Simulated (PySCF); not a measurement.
## How methods differ on the interval between two levels of Tc

Tc [Kr] 4d5 5s2 [6S5/2, M_J = 5/2] → Tc [Kr] 4d6 5s1 [6D9/2, M_J = 9/2], as a difference of total energies. Calculation: PySCF 2.14, in x2c-TZVPall-2c (8s9p7d1f, 77 functions); the two-component X2C-1e Hamiltonian. Correlated levels: [Ar] 3d10 frozen; the 6 highest virtual spinors dropped. "Screened" scales the spin-orbit matrix elements by Boettger's factors to mimic the two-electron term; Breit and QED terms are absent.

**Question.** Order these methods by the interval between two levels they give, lowest first.
A. GMP2 (screened spin-orbit)
B. GMP2 (spin-free)
C. GHF (screened spin-orbit)
D. GHF (spin-free)

**Answer.** A (4628.8 cm⁻¹), B (5372.4 cm⁻¹), C (5773.4 cm⁻¹), D (6432.6 cm⁻¹).

The spin-free rows relax to the high-spin LS determinant and lack the spin-orbit shift.

Errors of the correlated levels include the incompleteness of this basis and the frozen core.

The labels give the starting determinants; with spin-orbit coupling the two ends relaxed to ⟨J²⟩ = 8.79, ⟨L²⟩ = 0.02, ⟨S²⟩ = 8.78 and ⟨J²⟩ = 24.77, ⟨L²⟩ = 6.05, ⟨S²⟩ = 8.74.

For comparison: 2572.9 cm⁻¹ (measured; NIST Handbook of Basic Atomic Spectroscopic Data (Sansonetti and Martin, J. Phys. Chem. Ref. Data 34, 1559 (2005))).
